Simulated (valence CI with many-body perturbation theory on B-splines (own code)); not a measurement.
## Sensitivity of CI+MBPT for As²⁰⁺

Calculated by valence CI with perturbative core correlation (CI+MBPT): three valence electrons over a frozen Dirac-Fock core [Ne], radial functions for each j: 6 s, 6 p, 5 d, 3 f, 1 g, with the one-electron correlation potential Σ1 (screened to all orders), the two-electron term Σ2, the three-electron term Σ3, Breit, model QED; selected single and double excitations, second order for the rest, scaled by the run's own slope (own B-spline code, finite nucleus).

No measured spectrum was set against this ion. As an estimate, levels of excited configurations hold to 0.05 to 0.15 % of their energy, terms of the ground configuration to about 0.5 %.

The reference run has the lowest level 3s2.3p 2P°_1/2 and an ionisation energy of 819.936 eV. Its largest variational space holds 2931 state functions.

Names give the largest LS component (configuration and term), which can be under half, so a name can repeat, a term be missing and a line seem to break the LS rules; names also repeat where a configuration has a term twice.

Reference levels: 3s2.3p 2P°_3/2 63580, 3s.3p2 4P_1/2 351774, 3s.3p2 4P_3/2 383013, 3s.3p2 4P_5/2 409961, 3s.3p2 2D_3/2 483443, 3s.3p2 2D_5/2 499476, 3s.3p2 2P_1/2 561293, 3s.3p2 2S_1/2 624800, 3s.3p2 2P_3/2 636504, 3s2.3d 2D_3/2 720798, 3s2.3d 2D_5/2 729371, 3p3 2D°_3/2 895559 cm⁻¹.

**Question.** Rank these changes by the mean size of the shift of these levels, smallest first.
A. core polarisation of operators on → off; natural orbitals for correlation on → off
B. scale of Σ2 1 → 0.8
C. QED terms on → off; highest l in the core sums 6 → 7

**Answer.** B (380 cm⁻¹), A (830 cm⁻¹), C (1300 cm⁻¹).
